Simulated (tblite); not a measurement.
Species: C5H9BSi.
SMILES with atom numbers: `[BH2:1]/[CH:2]=[CH:3]/[SiH2:4][CH2:5][C:6]#[CH:7]` (hydrogens: H8, H9 on B1; H10 on C2; H11 on C3; H12, H13 on Si4; H14, H15 on C5; H16 on C7)

Computed with GFN2-xTB (tblite), gas phase: L-BFGS steps from a force-field or distance-geometry start until the largest atomic force falls under 0.01 eV/Å.

Step 55: E = -493.1254 eV
```
atom  x, y, z in Å  |  force x, y, z in eV/Å
B1     -3.0557    1.1975    0.1759    0.021   0.116  -0.017
C2     -2.0441    0.0412    0.1197    0.000   0.006   0.100
C3     -0.8157    0.0612    0.6642   -0.021  -0.044  -0.012
Si4     0.3794   -1.3929    0.6061    0.010   0.042  -0.015
C5      1.8425   -0.8126   -0.4914   -0.001   0.015  -0.017
C6      2.4633    0.3847    0.0153   -0.021   0.021  -0.015
C7      2.9368    1.4138    0.4027    0.009  -0.001   0.028
H8     -4.1981    0.9568    0.2284   -0.054   0.006  -0.012
H9     -2.6968    2.3134    0.1690    0.002  -0.058   0.038
H10    -2.3650   -0.8995   -0.3196    0.026  -0.017  -0.013
H11    -0.4842    0.9775    1.1446   -0.013  -0.056  -0.049
H12     0.8814   -1.8193    1.9164   -0.016   0.081   0.037
H13    -0.2823   -2.5277   -0.0480    0.025  -0.041  -0.040
H14     2.5920   -1.6025   -0.5749   -0.015   0.021  -0.012
H15     1.4702   -0.5892   -1.4950    0.027  -0.087  -0.025
H16     3.3689    2.3064    0.7428    0.022  -0.003   0.023
```

Step 56: E = -493.1284 eV
```
atom  x, y, z in Å  |  force x, y, z in eV/Å
B1     -3.0530    1.1951    0.1767   -0.016   0.128   0.004
C2     -2.0471    0.0352    0.1189   -0.027   0.027   0.105
C3     -0.8168    0.0616    0.6576    0.013  -0.050  -0.038
Si4     0.3777   -1.3925    0.6011    0.017   0.044   0.017
C5      1.8433   -0.8131   -0.4910   -0.008   0.022  -0.017
C6      2.4599    0.3847    0.0210   -0.003   0.036  -0.047
C7      2.9320    1.4165    0.4035    0.026  -0.030   0.027
H8     -4.1977    0.9636    0.2110   -0.064  -0.008  -0.020
H9     -2.6904    2.3087    0.2012    0.022  -0.042   0.026
H10    -2.3718   -0.9093   -0.3074    0.024  -0.031  -0.025
H11    -0.4814    0.9851    1.1212   -0.012  -0.066  -0.040
H12     0.8732   -1.8054    1.9165   -0.002   0.060   0.061
H13    -0.2759   -2.5327   -0.0493    0.011  -0.048  -0.046
H14     2.5958   -1.6008   -0.5745   -0.036   0.036  -0.011
H15     1.4677   -0.5907   -1.4942    0.058  -0.075  -0.020
H16     3.3771    2.3028    0.7437   -0.003  -0.002   0.024
```

Step 57: E = -493.1314 eV
```
atom  x, y, z in Å  |  force x, y, z in eV/Å
B1     -3.0511    1.1955    0.1792   -0.096   0.084   0.023
C2     -2.0533    0.0287    0.1196   -0.038   0.027   0.095
C3     -0.8171    0.0612    0.6437    0.020  -0.040  -0.050
Si4     0.3762   -1.3934    0.5964    0.021   0.017   0.039
C5      1.8439   -0.8130   -0.4898   -0.016   0.025  -0.011
C6      2.4560    0.3840    0.0295    0.019   0.051  -0.084
C7      2.9271    1.4193    0.4044    0.052  -0.049   0.033
H8     -4.2002    0.9720    0.1833   -0.016   0.005  -0.028
H9     -2.6827    2.3041    0.2489    0.038  -0.024   0.012
H10    -2.3833   -0.9220   -0.2889    0.016  -0.017  -0.025
H11    -0.4740    0.9936    1.0833   -0.008  -0.073  -0.027
H12     0.8614   -1.7894    1.9202    0.005   0.048   0.066
H13    -0.2638   -2.5440   -0.0499    0.004  -0.033  -0.040
H14     2.5999   -1.5973   -0.5758   -0.047   0.038  -0.005
H15     1.4666   -0.5890   -1.4918    0.074  -0.064  -0.027
H16     3.3870    2.2985    0.7438   -0.029   0.005   0.028
```

**Question.** Estimate the geometry and energy of step 58. (The exact step hangs on the optimiser's Hessian estimate; all steps are aligned on step 57, rigid shifts and turns removed.)

**Answer.** E = -493.1340 eV, largest force 0.140 eV/Å
```
atom  x, y, z in Å  |  force x, y, z in eV/Å
B1     -3.0520    1.1988    0.1816   -0.134  -0.010   0.041
C2     -2.0596    0.0257    0.1228   -0.046   0.010   0.058
C3     -0.8168    0.0589    0.6308   -0.001  -0.026  -0.051
Si4     0.3758   -1.3954    0.5933    0.021  -0.027   0.043
C5      1.8442   -0.8126   -0.4888   -0.018   0.027  -0.003
C6      2.4525    0.3841    0.0355    0.029   0.042  -0.115
C7      2.9240    1.4207    0.4056    0.076  -0.045   0.042
H8     -4.2034    0.9797    0.1622    0.020   0.020  -0.034
H9     -2.6792    2.3009    0.2855    0.054   0.023   0.003
H10    -2.3928   -0.9285   -0.2759   -0.004   0.003  -0.015
H11    -0.4669    0.9959    1.0529    0.008  -0.050  -0.002
H12     0.8515   -1.7752    1.9261    0.006   0.043   0.051
H13    -0.2496   -2.5574   -0.0505    0.005  -0.002  -0.022
H14     2.6027   -1.5935   -0.5779   -0.041   0.028   0.009
H15     1.4678   -0.5883   -1.4908    0.070  -0.048  -0.037
H16     3.3944    2.2949    0.7438   -0.046   0.013   0.033
```

The energy changes by -0.0026 eV. The first-order estimate −F·Δx gives -0.0036 eV and the mean of the old and new forces, exact on a quadratic surface, -0.0026 eV. The step makes an angle of 79° with the force vector and moves no atom by more than 0.037 Å.

The cost below is that of the whole relaxation. On an Arm Neoverse N1 with one thread, shared host, this took 1.1 s wall.
